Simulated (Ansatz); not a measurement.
Molecule: sum formula H₃BO₂F (charge +1, singlet). It need not be the lowest isomer of its formula. 
Structure (B3LYP-D3(BJ)/def2-TZVP (Ansatz, a quantum-chemistry and plane-wave program) minimum search):
SMILES: B(O)([OH2+])F
```xyz
7

B      0.1671     0.0689    -0.0131
F      0.2508     1.3533     0.1340
O     -1.2248    -0.4276     0.1056
O      1.0209    -0.8975    -0.2422
H     -1.4412    -1.3746     0.0171
H      1.9647    -0.7075    -0.3407
H     -1.9849     0.1586     0.2758
```
Charge +1, spin multiplicity 1.

Total electronic energies in hartree. Correlated levels leave the core frozen unless marked. Spin-orbit coupling is left out. Non-relativistic. CBS(X,Y): correlation extrapolated as X^-3; Hartree-Fock from the larger set (for Q and 5 zeta extrapolated as (X+1)exp(-9√X)).

| level | program | energy (Eh) |
|---|---|---|
| HF/cc-pwCVTZ | Ansatz | -275.59655 |
| SVWN5/def2-TZVPD | Ansatz | -274.93735 |
| revPBE-D4/def2-TZVPD | Ansatz + dftd4 | -276.83534 |
| wB97M-V/def2-TZVPD | Ansatz | -276.84375 |
| B2GP-PLYP/def2-TZVPD | Ansatz | -276.70437 |
| SCS-MP2/cc-pVQZ | Ansatz | -276.49013 |
| SCS-MP2/cc-pV5Z | Ansatz | -276.52577 |
| CCSD/cc-pVTZ | Ansatz | -276.42337 |
| CCSD(T)/CBS(cc-pVQZ,cc-pV5Z) | Ansatz | -276.5885 |

Totals of different functionals don't rank their quality; only differences between species are comparable.
